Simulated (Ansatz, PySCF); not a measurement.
C₃H₄F₂O, SMILES O[C@H]1CC1(F)F.

Coordinates come from a B3LYP-D3(BJ)/def2-SVP optimisation. One conformer was computed; it need not be the lowest.

Vertical ionisation energy (IE) and electron affinity (EA) in eV. Rows of orbital energies are one-electron estimates. Where ΔSCF, EOM or ADC give a negative EA the extra electron is unbound and the value depends on the basis.

```
level                                                                    IE     EA
--------------------------------------------------------------------  -----  -----
−ε(HOMO), −ε(LUMO), B3LYP/def2-TZVP (PySCF)                            7.73  -0.65
−ε(HOMO), −ε(LUMO), PBE/def2-TZVP (PySCF)                              6.40   0.01
ΔSCF, PBE0/def2-TZVPD (Ansatz), final states of multiplicity 2 and 2  10.34  -1.08
ΔSCF, PBE/def2-TZVPD (Ansatz), final states of multiplicity 2 and 2       ?      ?
```

Task: Complete the blanks. (Estimate from the structure and the level; the computed values follow.)

Result: 
- ΔSCF, PBE/def2-TZVPD (Ansatz, a first-principles code), final states of multiplicity 2 and 2, IE: 9.99
- ΔSCF, PBE/def2-TZVPD (Ansatz), final states of multiplicity 2 and 2, EA: -0.92

Task: What vertical singlet–triplet gap does ΔSCF give with PBE0/def2-TZVPD (Ansatz) and with PBE/def2-TZVPD (Ansatz)? (An estimate is asked for; the answer gives what the named calculation found.)

Result: 6.59 and 6.06 eV (triplet above singlet where positive).
